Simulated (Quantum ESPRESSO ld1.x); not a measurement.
Values are calculated unless marked as measured or tabulated.
One sound ld1.x (Quantum ESPRESSO 7.5) input for neutral samarium gives E = -10420.204 hartree in 33 iterations:

```
 &input
    zed=62.0,
    iswitch=1,
    rel=1,
    lsd=1,
    dft='PZ',
    config='[Xe] 4f6 6s2',
    prefix='ld1',
    max_out_wfc=37,
    file_charge='ld1.rho',
 /
```

Changed or added lines, one case at a time, and what came of them:

- dx=0.002: refused. The program stops in do_mesh with "ndmx is too small": the mesh holds 3500 points at most, so dx, xmin and rmax must fit that.
- dx=0.15: inaccurate. The radial step is too large to integrate the orbitals; the run ends without a warning, but the energy is off by -0.002702 hartree against the default mesh.
- zed=-3.0: refused. The program stops in ld1_readin with "wrong nuclear charge zed:  -3.00": zed must lie above 0 and at most 103.
- dft='PBE': silently wrong. The run ends normally, but in this build (ld1.x 7.5) Etot and Exc of a spin-polarised run lack the gradient corrections of exchange and correlation and come out near their LSDA values (nitrogen, PBE: -54.132 hartree against -54.536 from two other codes). The eigenvalues and orbitals are those of the GGA; the energies must not be used.
- rel=3: refused. The program stops in ld1_readin with "wrong rel": rel takes 0, 1 or 2.
- rel=2: refused. The program stops in ld1_readin with "local spin density and spin-orbit not allowed": spin polarisation goes with rel = 0 or 1 alone.
- config='[Xe] 4f6 6s2 7s4': refused. The program stops in el_config with "wrong occupancy:4": an s shell holds at most 2 electrons.
